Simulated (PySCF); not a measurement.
Molecule: SMILES CB(F)F, CH3BF2.

Geometry:
```
atom   x (Å)   y (Å)   z (Å)
  C1  -0.415   0.036   0.576
  B2   0.519  -0.007  -0.670
  F3   0.906   1.079  -1.317
  F4   0.968  -1.156  -1.150
  H5  -0.640   1.057   0.910
  H6   0.034  -0.529   1.408
  H7  -1.363  -0.474   0.338
```

Geometry PBE0-D3(BJ)/def2-SVP throughout; GIAO in PySCF 2.14, gas phase, one conformer, non-relativistic; equivalent atoms averaged; functional PBE0.

For orientation, pcSseg-2 gives these absolute shieldings σ: C1 188.9, B2 69.5, F3/F4 242.1, H5/H6/H7 30.78 ppm.

A run gave: C1 191.9, B2 74.3, F3/F4 243.4, H5/H6/H7 31.08 ppm (absolute shieldings σ).

Q: Which basis set was used in that run?
A. def2-TZVP
B. cc-pVDZ
C. 6-31G*
D. pcSseg-0
E. 6-31G

A: A. F3/F4 tells them apart best: def2-TZVP gives 243.4, 6-31G* gives 254.4, 6-31G gives 234.0, cc-pVDZ gives 250.9, pcSseg-0 gives 223.5 ppm.
